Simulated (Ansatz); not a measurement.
Geometry optimisation, UKS B3LYP-D4/STO-3G in Ansatz 0.2.0.

input.yaml

```yaml
crystal:
  periodic: [false, false, false]
  atoms:
    - { symbol: C, position_ang: [1.0054, -1.9664, -0.9843] }
    - { symbol: B, position_ang: [1.1553, -0.5885, -0.1533] }
    - { symbol: C, position_ang: [-0.0852, 0.4323, 0.1195] }
    - { symbol: C, position_ang: [-0.6189, 0.9193, -1.179] }
    - { symbol: Al, position_ang: [0.6422, 2.0067, 1.1422] }
    - { symbol: Si, position_ang: [-1.3392, -0.3913, 1.214] }
    - { symbol: H, position_ang: [0.6367, -1.6709, -2.0158] }
    - { symbol: H, position_ang: [1.9609, -2.4467, -1.0713] }
    - { symbol: H, position_ang: [0.2148, -2.5575, -0.4574] }
    - { symbol: H, position_ang: [2.2479, -0.3457, 0.2728] }
    - { symbol: H, position_ang: [-1.1491, 0.0572, -1.7118] }
    - { symbol: H, position_ang: [0.0825, 1.4058, -1.8105] }
    - { symbol: H, position_ang: [-1.5516, 1.6688, -0.986] }
    - { symbol: H, position_ang: [2.1676, 2.1351, 1.5309] }
    - { symbol: H, position_ang: [-0.369, 3.1521, 1.6124] }
    - { symbol: H, position_ang: [-2.3957, 0.5868, 1.5675] }
    - { symbol: H, position_ang: [-0.6979, -0.8615, 2.453] }
    - { symbol: H, position_ang: [-1.9445, -1.5241, 0.5089] }
magnetization:
  spin_polarized: true
basis:
  gaussian: { orbitals: STO-3G }
hamiltonian:
  xc: b3lyp
  dispersion: d4
relax:
  f_tol: 0.02
  max_steps: 40
```

Launched with:

```bash
$ ansatz run input.yaml --threads 1 --pin off --max-ram 2048MiB --backend cpu --events-out ev --progress --plain --runs-dir out
```

Where does it end, and by what steps?

The run converged. Limits of this set-up: minimal basis. After 25 steps the energy has fallen by 1.518 eV; H15 moved furthest, 1.99 Å.

| step | energy less start (eV) | largest force component (eV/Å) | accepted |
| --- | --- | --- | --- |
| 0 | 0.0000 | 6.650 | yes |
| 1 | -0.9330 | 1.097 | yes |
| 2 | -1.0515 | 0.469 | yes |
| 3 | -1.1257 | 0.470 | yes |
| 4 | -1.1738 | 0.692 | yes |
| 5 | -1.2553 | 0.514 | yes |
| 6 | -1.3130 | 0.311 | yes |
| 7 | -1.3787 | 0.157 | yes |
| 8 | -1.4158 | 0.285 | yes |
| 9 | -1.4106 | 0.777 | no |
| 10 | -1.4391 | 0.164 | yes |
| 11 | -1.4558 | 0.119 | yes |
| 12 | -1.4713 | 0.240 | yes |
| 13 | -1.4880 | 0.266 | yes |
| 14 | -1.4974 | 0.170 | yes |
| 15 | -1.5038 | 0.171 | yes |
| 16 | -1.5010 | 0.177 | no |
| 17 | -1.5071 | 0.200 | yes |
| 18 | -1.5121 | 0.061 | yes |
| 19 | -1.5141 | 0.055 | yes |
| 20 | -1.5153 | 0.097 | yes |
| 21 | -1.5162 | 0.076 | yes |
| 22 | -1.5171 | 0.031 | yes |
| 23 | -1.5173 | 0.047 | yes |
| 24 | -1.5173 | 0.049 | no |
| 25 | -1.5176 | 0.019 | yes |

```xyz
18
Properties=species:S:1:pos:R:3
C 1.422 -1.380 -1.343
B 0.856 -0.850 0.035
C -0.228 0.210 0.185
C -1.028 0.613 -1.099
Al 0.829 1.703 0.841
Si -1.399 -0.187 1.617
H 1.144 -0.774 -2.216
H 2.517 -1.489 -1.329
H 1.020 -2.394 -1.516
H 1.351 -1.284 1.012
H -1.653 -0.220 -1.460
H -0.357 0.896 -1.925
H -1.701 1.468 -0.917
H 1.554 1.594 2.147
H 0.814 2.963 0.028
H -2.194 0.974 1.955
H -0.672 -0.590 2.797
H -2.312 -1.241 1.238
```

Run time: 3.5 min on 1 thread of Arm Neoverse V1, on a shared host, peak memory 0.2 GiB.
